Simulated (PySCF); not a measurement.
Compound: n-Bu2O, C8H18O.
Bonds: C1–C2, C2–C3, C3–C4, C4–O5, O5–C6, C6–C7, C7–C8, C8–C9. Hydrogens: H10, H11, H12 on C1; H13, H14 on C2; H15, H16 on C3; H17, H18 on C4; H19, H20 on C6; H21, H22 on C7; H23, H24 on C8; H25, H26, H27 on C9.

The same species was optimised twice, with GFN2-xTB and with PBE0-D3(BJ)/def2-SVP (PySCF), and the same property calculations (PySCF, gas phase) were run on both structures.

| coordinate | GFN2-xTB | PBE0-D3(BJ)/def2-SVP | change |
| --- | --- | --- | --- |
| C6–C7 (Å) | 1.524 | 1.513 | -0.011 |
| C3–C4 (Å) | 1.524 | 1.513 | -0.011 |
| C4–O5 (Å) | 1.407 | 1.398 | -0.009 |
| O5–C6 (Å) | 1.407 | 1.398 | -0.009 |
| C7–C8 (Å) | 1.526 | 1.523 | -0.003 |
| C2–C3 (Å) | 1.526 | 1.523 | -0.003 |
| C8–C9 (Å) | 1.523 | 1.520 | -0.003 |
| C1–C2 (Å) | 1.523 | 1.520 | -0.003 |
| C1–C2–C3 (°) | 111.6 | 113.3 | +1.7 |
| C7–C8–C9 (°) | 111.6 | 113.2 | +1.6 |
| C6–C7–C8 (°) | 112.0 | 113.5 | +1.5 |
| C2–C3–C4 (°) | 112.0 | 113.5 | +1.5 |
| C4–O5–C6 (°) | 113.4 | 114.1 | +0.7 |
| C3–C4–O5 (°) | 109.0 | 109.3 | +0.3 |
| O5–C6–C7 (°) | 109.0 | 109.3 | +0.3 |
| C1–C2–C3–C4 (°) | -178 | -178 | 0 |
| C2–C3–C4–O5 (°) | 66 | 61 | -5 |
| C3–C4–O5–C6 (°) | -179 | -176 | +3 |
| C4–O5–C6–C7 (°) | -179 | -177 | +2 |

Rotational constants: A = 2865, B = 561.0, C = 506.6 MHz (GFN2-xTB) against A = 2786, B = 570.3, C = 512.1 MHz (PBE0-D3(BJ)/def2-SVP). Point groups within 0.08 Å: C2 and C2.

On the GFN2-xTB structure: HOMO (eV) -7.26 [PBE0/pcSseg-1]; LUMO (eV) 1.60 [PBE0/pcSseg-1]; dipole (D) 1.06 [PBE0/pcSseg-1]; GIAO shielding of C1/C9 (mean) (ppm) 169.8 [PBE0/pcSseg-1]; GIAO shielding of C2/C8 (mean) (ppm) 161.5 [PBE0/pcSseg-1]; GIAO shielding of C3/C7 (mean) (ppm) 149.2 [PBE0/pcSseg-1]; GIAO shielding of C4/C6 (mean) (ppm) 110.9 [PBE0/pcSseg-1]; GIAO shielding of O5 (ppm) 281.7 [PBE0/pcSseg-1].

Task: What do these properties become on the PBE0-D3(BJ)/def2-SVP structure?

Result: 
```csv
property,level,on GFN2-xTB,on PBE0-D3(BJ)/def2-SVP,change
HOMO (eV),PBE0/pcSseg-1,-7.26,-7.27,-0.01
LUMO (eV),PBE0/pcSseg-1,1.60,1.55,-0.05
dipole (D),PBE0/pcSseg-1,1.06,1.02,-0.04
"energy, GFN2-xTB geometry as zero (kcal/mol)",PBE0/pcSseg-1,0.0,-0.8,-0.8
GIAO shielding of C1/C9 (mean) (ppm),PBE0/pcSseg-1,169.8,168.0,-1.8
GIAO shielding of C2/C8 (mean) (ppm),PBE0/pcSseg-1,161.5,161.1,-0.4
GIAO shielding of C3/C7 (mean) (ppm),PBE0/pcSseg-1,149.2,148.9,-0.3
GIAO shielding of C4/C6 (mean) (ppm),PBE0/pcSseg-1,110.9,111.6,+0.7
GIAO shielding of O5 (ppm),PBE0/pcSseg-1,281.7,283.7,+2.0
```

The heavy atoms differ by 0.037 Å rms after alignment. Among bonds between heavy atoms C3–C4 and C6–C7 change most and about equally (-0.011 Å). Changes are differences of the printed values. Neither structure is proved a minimum here.
